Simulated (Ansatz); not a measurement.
```yaml
crystal:
  periodic: [false, false, false]
  atoms:
    - {symbol: Ge, position_ang: [2.276152, -0.713105, 0.098756]}
    - {symbol: Ge, position_ang: [-1.476832, 0.954377, -2.097065]}
    - {symbol: Ge, position_ang: [0.800722, 1.196156, -1.040049]}
    - {symbol: Ge, position_ang: [-1.241198, -0.925659, 1.341605]}
    - {symbol: Te, position_ang: [-1.319822, 1.742834, 0.541199]}
    - {symbol: Te, position_ang: [-0.236590, -1.414398, -1.281989]}
    - {symbol: Te, position_ang: [1.197558, -0.840194, 2.437543]}
basis:
  gaussian: {orbitals: def2-SVP, initial_orbitals: start.molden}
total_charge: 1
magnetization: {spin_polarized: true, initial_magnetization: 1}
hamiltonian: {xc: {name: CAM-B3LYP}, dispersion: d4}
scf: {omitted_lower_state_checks: [starts]}
output: {orbitals: {seedname: orbitals}}
```

The file start.molden holds the orbitals of an earlier run on this structure, at another level or in another basis.

```sh
$ ansatz run in.yaml --threads 4 --pin off --events-out ev --progress --plain --max-ram 4787MiB
```

**Question.** Does this run fit into the memory that it is given?

**Answer.** No. It has 206 basis functions, and Ansatz plans for 7 GiB where 5 GiB are given.
